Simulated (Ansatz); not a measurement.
`CN[CH2][GeH3]` + `O[AsH2]` → `O[AsH][GeH3]` + dimethylamine  (ligand exchange at a Ge–C bond)

Program: Ansatz. Geometries: PBE0-D4/def2-TZVP. ΔE: electronic, gas phase. CBS: MP2 limit from def2 TZ/QZ plus the TZ coupled-cluster correction, frozen cores. DFT in def2-TZVPP. B3LYP here is the variant with VWN-RPA as its local correlation; programs differ in this. For As, Ge outer-core shells are correlated without core-valence functions, which leaves a few kJ/mol of doubt a bond. Scalar relativity is left out up to krypton. One conformer a species, not always the lowest.

```tsv
level	ΔE (kJ/mol)
ωB97X-V	-53.4
PBE	-62.4
B3LYP	-61.2
SCS-MP2/def2-TZVPP	-50.2
```

(1) What does CCSD(T)/CBS give? (An estimate is asked.)

Largest T1 diagnostic among the species: 0.012.

## Answers

(1) The calculation gave: -51.7 kJ/mol. The listed levels differ from it by -1.7, -10.7, -9.5, 1.5 kJ/mol.

In def2-TZVPP, CCSD(T) changes the Hartree–Fock value by +5.4 kJ/mol (the triples alone add +0.2 kJ/mol) and MP2 by +5.2 kJ/mol.
